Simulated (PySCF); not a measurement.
**Two-component Hartree-Fock for Gd³⁵⁺ (gadolinium, charge +35)**

Start: [Ar] 3d10 4s1; 4s1/2 filled at m_j = +1/2. Calculated with PySCF 2.14 in an uncontracted even-tempered set (17 s from 3.7 bohr⁻², ratio 2.8; 13 p from 4.8 bohr⁻², ratio 2.8; 8 d from 8.6 bohr⁻², ratio 2.8; 4 f from 20 bohr⁻², ratio 3): generalised Hartree-Fock with the X2C-1e Hamiltonian and a Gaussian nucleus; one run each with spin-orbit coupling (SO) switched off, then screened by Boettger's factors.

| spinor shell | electrons | ε, spin-free (eV) | ε, screened SO (eV) | weight of nominal j (screened SO) | rms radius, screened SO (bohr) |
| --- | --- | --- | --- | --- | --- |
| 1s1/2 | 2 | -51945.9 | -51937.1 | 1.000 | 0.0249 |
| 2s1/2 | 2 | -9870.8 | -9868.2 | 1.000 | 0.101 |
| 2p1/2 | 2 | -8939.1 | -9432.0 | 1.000 | 0.0862 |
| 2p3/2 | 4 | -8939.1 | -8728.5 | 1.000 | 0.0925 |
| 3s1/2 | 2 | -3255.1 | -3254.4 | 1.000 | 0.257 |
| 3p1/2 | 2 | -2959.3 | -3066.7 | 1.000 | 0.248 |
| 3d3/2 | 4 | -2581.6 | -2601.4 | 1.000 | 0.230 |
| 3d5/2 | 6 | -2581.6 | -2568.0 | 1.000 | 0.233 |
| 4s1/2 | 1 | -1519.9 | -1519.7 | 1.000 | 0.543 |

**Question.** Where does 3p3/2 lie, and what is the 3p spin-orbit splitting (screened SO)?

**Answer.** At -2913.0 eV, 153.66 eV above 3p1/2.

| quantity | spin-free | screened SO |
| --- | --- | --- |
| E (hartree) | -10554.64902 | -10561.72200 |
| M_J | 1/2 | 1/2 |
| ⟨J²⟩ | 0.750 | 0.750 |
| ⟨L²⟩ | 0.000 | 0.033 |
| ⟨S²⟩ | 0.750 | 0.783 |

Each row is a mean over spinors that exchange with the open shell spreads, by up to 4.660 eV (3s1/2).

Breit and QED terms are absent; they matter most for the inner s and p1/2 levels.

Densities and radii are taken from the X2C orbitals without a picture-change correction, which distorts them close to the nucleus.

Without spin-orbit coupling the j labels of p, d and f shells carry no meaning; the spin-free column gives the mean over the occupied spinors of each nl shell.
